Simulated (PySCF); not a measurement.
PySCF input (HF/def2-TZVPD):

```python
from pyscf import gto, scf, dft

mol = gto.M(
    atom='''
    B    -0.51819148    0.16644866   -0.02986438
    C    -1.57298393    1.26343685   -0.23154008
    C    -0.87905323   -1.34427926    0.25251191
    O     0.78230995    0.59212866   -0.11208778
    C     1.88422691   -0.28616567    0.04858540
    H    -1.30083024    2.29615158   -0.42410943
    H    -2.63972470    1.07223210   -0.19367790
    H    -0.46115438   -1.68247098    1.20708527
    H    -0.45418838   -2.00628673   -0.50990962
    H    -1.95423937   -1.52203790    0.28205376
    H     2.79441062    0.30300670   -0.05178089
    H     1.87377992   -0.75936776    1.03365729
    H     1.88128588   -1.06845095   -0.71463753
    ''',
    basis='def2-tzvpd',
    charge=0,
    spin=1,
    verbose=4,
)

mf = scf.UHF(mol).density_fit(auxbasis='def2-universal-jkfit')
mf.conv_tol = 1e-9
mf.max_cycle = 100
mf.max_memory = 1500
mf.kernel()
if not mf.converged:
    mf = mf.newton()
    mf.kernel(mf.make_rdm1())
for _ in range(2):
    mo, _, stable, _ = mf.stability(return_status=True)
    if stable:
        break
    mf.kernel(mf.make_rdm1(mo, mf.mo_occ))
mf.analyze()
```

End of the output:

```
Extra cycle  E= -217.911557900157  delta_E= -2.27e-11  |g|= 2.69e-06  |ddm|= 1.08e-05
converged SCF energy = -217.911557900157  <S^2> = 0.75963114  2S+1 = 2.0096081
uhf_internal: lowest eigs of H = [0.33733622 0.43921215 0.47438163]
<class 'pyscf.df.df_jk.DFUHF'> wavefunction is stable in the internal stability analysis
**** SCF Summaries ****
Total Energy =                        -217.911557900157192
Nuclear Repulsion Energy =             163.128538569969948
One-electron Energy =                 -618.623700044548059
Two-electron Energy =                  237.583603574420920
Two-electron Coulomb Energy =          268.226509472720579
DFT Exchange-Correlation Energy =      -30.642905898299659
HOMO-LUMO gap [eV] =                    11.682533535528501
**** MO energy ****
                             alpha | beta                alpha | beta
MO #1   energy= -20.5539085693769  | -20.5514806335958  occ= 1 | 1
MO #2   energy= -11.2735545349837  | -11.2737695991948  occ= 1 | 1
MO #3   energy= -11.2172325500805  | -11.1980808474561  occ= 1 | 1
MO #4   energy= -11.1904657986317  | -11.1906213588735  occ= 1 | 1
MO #5   energy= -7.5991171330792   | -7.60017647555295  occ= 1 | 1
MO #6   energy= -1.36283016456514  | -1.35706146204783  occ= 1 | 1
MO #7   energy= -0.969132457825818 | -0.950338944086971 occ= 1 | 1
MO #8   energy= -0.937624625341506 | -0.936269115181944 occ= 1 | 1
MO #9   energy= -0.912983993277166 | -0.849907944621794 occ= 1 | 1
MO #10  energy= -0.700239270040566 | -0.697007292370312 occ= 1 | 1
MO #11  energy= -0.635033759503648 | -0.628749823930734 occ= 1 | 1
MO #12  energy= -0.631508731158319 | -0.627528261320423 occ= 1 | 1
MO #13  energy= -0.598054545753492 | -0.588151430815032 occ= 1 | 1
MO #14  energy= -0.543370699130115 | -0.539806769463876 occ= 1 | 1
MO #15  energy= -0.542787530646239 | -0.53500457046275  occ= 1 | 1
MO #16  energy= -0.534992433879893 | -0.532858729912456 occ= 1 | 1
MO #17  energy= -0.504829889967404 | -0.498860359036581 occ= 1 | 1
MO #18  energy= -0.477758335288055 | -0.458663938072142 occ= 1 | 1
MO #19  energy= -0.442775294779025 | -0.436820766922235 occ= 1 | 1
MO #20  energy= -0.377147566578596 | 0.0521776257119396 occ= 1 | 0
MO #21  energy= 0.0510286828624409 | 0.0589595698442728 occ= 0 | 0
MO #22  energy= 0.0784960357725095 | 0.0792255360581154 occ= 0 | 0
MO #23  energy= 0.0877581041522184 | 0.0879531392664335 occ= 0 | 0
MO #24  energy= 0.105391927858758  | 0.113723690461335  occ= 0 | 0
MO #25  energy= 0.113290923385102  | 0.114547225224101  occ= 0 | 0
MO #26  energy= 0.116507367814303  | 0.116845057577153  occ= 0 | 0
MO #27  energy= 0.135984660212408  | 0.136911767140784  occ= 0 | 0
MO #28  energy= 0.157780973940567  | 0.15869297385849   occ= 0 | 0
MO #29  energy= 0.161093682574487  | 0.167889527376569  occ= 0 | 0
MO #30  energy= 0.167741143892737  | 0.171707674707542  occ= 0 | 0
MO #31  energy= 0.174517236850829  | 0.1796510975599    occ= 0 | 0
MO #32  energy= 0.17835399540011   | 0.186212570816432  occ= 0 | 0
MO #33  energy= 0.185049784337047  | 0.195934418543011  occ= 0 | 0
MO #34  energy= 0.200660166699552  | 0.203970921563005  occ= 0 | 0
MO #35  energy= 0.208218498209793  | 0.211042826267146  occ= 0 | 0
MO #36  energy= 0.210006194385836  | 0.216977597111678  occ= 0 | 0
MO #37  energy= 0.218391445689956  | 0.234411274117061  occ= 0 | 0
MO #38  energy= 0.232732752024411  | 0.239849908575896  occ= 0 | 0
MO #39  energy= 0.243121919899089  | 0.24433833103259   occ= 0 | 0
MO #40  energy= 0.270818302828527  | 0.272525110602717  occ= 0 | 0
MO #41  energy= 0.277514877501132  | 0.284849852192908  occ= 0 | 0
MO #42  energy= 0.289648744532129  | 0.290827910844549  occ= 0 | 0
MO #43  energy= 0.290424618959556  | 0.299606577646524  occ= 0 | 0
MO #44  energy= 0.298237049083729  | 0.302401977027705  occ= 0 | 0
MO #45  energy= 0.303985208624108  | 0.304608775923023  occ= 0 | 0
MO #46  energy= 0.313083202826022  | 0.317670353844692  occ= 0 | 0
MO #47  energy= 0.317275269803188  | 0.319076037179885  occ= 0 | 0
MO #48  energy= 0.329120131185321  | 0.332072712671423  occ= 0 | 0
MO #49  energy= 0.332374333501471  | 0.333003190035472  occ= 0 | 0
MO #50  energy= 0.336801078937824  | 0.351905179445912  occ= 0 | 0
MO #51  energy= 0.356810303902018  | 0.357607740564765  occ= 0 | 0
MO #52  energy= 0.365224312811006  | 0.367606689384151  occ= 0 | 0
MO #53  energy= 0.372338677417055  | 0.376211560114045  occ= 0 | 0
MO #54  energy= 0.374513125069227  | 0.376890865268529  occ= 0 | 0
MO #55  energy= 0.376690539250204  | 0.378879047831324  occ= 0 | 0
MO #56  energy= 0.386406592540442  | 0.387964670160802  occ= 0 | 0
MO #57  energy= 0.399301259378727  | 0.401297543895479  occ= 0 | 0
MO #58  energy= 0.402009382412833  | 0.404866771767698  occ= 0 | 0
MO #59  energy= 0.403652435474274  | 0.405997424612583  occ= 0 | 0
MO #60  energy= 0.406108014394504  | 0.413007829115111  occ= 0 | 0
MO #61  energy= 0.415953974691124  | 0.417430359360604  occ= 0 | 0
MO #62  energy= 0.424620771517954  | 0.426511778721805  occ= 0 | 0
MO #63  energy= 0.434741848317181  | 0.43633241644444   occ= 0 | 0
MO #64  energy= 0.43935330455942   | 0.441832808918286  occ= 0 | 0
MO #65  energy= 0.448976077496558  | 0.451710517993104  occ= 0 | 0
MO #66  energy= 0.450790665302919  | 0.452304176503676  occ= 0 | 0
MO #67  energy= 0.454025230332799  | 0.462334158269692  occ= 0 | 0
MO #68  energy= 0.464222728278437  | 0.466019889342441  occ= 0 | 0
MO #69  energy= 0.46827709205147   | 0.472017527527087  occ= 0 | 0
MO #70  energy= 0.475020565226085  | 0.477117157664111  occ= 0 | 0
MO #71  energy= 0.481019197423362  | 0.482887710460415  occ= 0 | 0
MO #72  energy= 0.486988216589675  | 0.489233846030743  occ= 0 | 0
MO #73  energy= 0.488631546998117  | 0.489633562061325  occ= 0 | 0
MO #74  energy= 0.515445158563895  | 0.517283155193773  occ= 0 | 0
MO #75  energy= 0.522362269493513  | 0.523056413509852  occ= 0 | 0
MO #76  energy= 0.528558520639157  | 0.529471529670951  occ= 0 | 0
MO #77  energy= 0.532676654721164  | 0.534537716293555  occ= 0 | 0
MO #78  energy= 0.541507921363297  | 0.547556981319559  occ= 0 | 0
MO #79  energy= 0.54549418832524   | 0.550584373817533  occ= 0 | 0
MO #80  energy= 0.550812002428749  | 0.552712113529019  occ= 0 | 0
MO #81  energy= 0.566450833504962  | 0.571364704019729  occ= 0 | 0
MO #82  energy= 0.573327072662082  | 0.575930181882309  occ= 0 | 0
MO #83  energy= 0.588111178587359  | 0.589025762635585  occ= 0 | 0
MO #84  energy= 0.595090747829321  | 0.601486309689893  occ= 0 | 0
MO #85  energy= 0.612637753501763  | 0.623428750183713  occ= 0 | 0
MO #86  energy= 0.620857659150269  | 0.638406992297893  occ= 0 | 0
MO #87  energy= 0.635127682373913  | 0.638944989719256  occ= 0 | 0
MO #88  energy= 0.643858688631507  | 0.664365900578368  occ= 0 | 0
MO #89  energy= 0.658265434941794  | 0.675380514103859  occ= 0 | 0
MO #90  energy= 0.678572875382653  | 0.682215362089026  occ= 0 | 0
MO #91  energy= 0.701723651104954  | 0.705441320995845  occ= 0 | 0
MO #92  energy= 0.711207155619924  | 0.712781016136407  occ= 0 | 0
MO #93  energy= 0.713763750825813  | 0.719455065365282  occ= 0 | 0
MO #94  energy= 0.716169444575405  | 0.722542610984693  occ= 0 | 0
MO #95  energy= 0.739806633539972  | 0.741582570150308  occ= 0 | 0
MO #96  energy= 0.744874055287765  | 0.74527590057991   occ= 0 | 0
MO #97  energy= 0.765736482940992  | 0.766114816182067  occ= 0 | 0
MO #98  energy= 0.771936161216926  | 0.774175014271078  occ= 0 | 0
MO #99  energy= 0.796941405540516  | 0.79940002449232   occ= 0 | 0
MO #100 energy= 0.800892402527676  | 0.805044885627586  occ= 0 | 0
MO #101 energy= 0.807588854488709  | 0.810277146386717  occ= 0 | 0
MO #102 energy= 0.845944014758583  | 0.850778209450013  occ= 0 | 0
MO #103 energy= 0.873063806158625  | 0.875494241701835  occ= 0 | 0
MO #104 energy= 0.874573501366985  | 0.877584887696401  occ= 0 | 0
[...]
```

It need not be the lowest isomer of its formula.
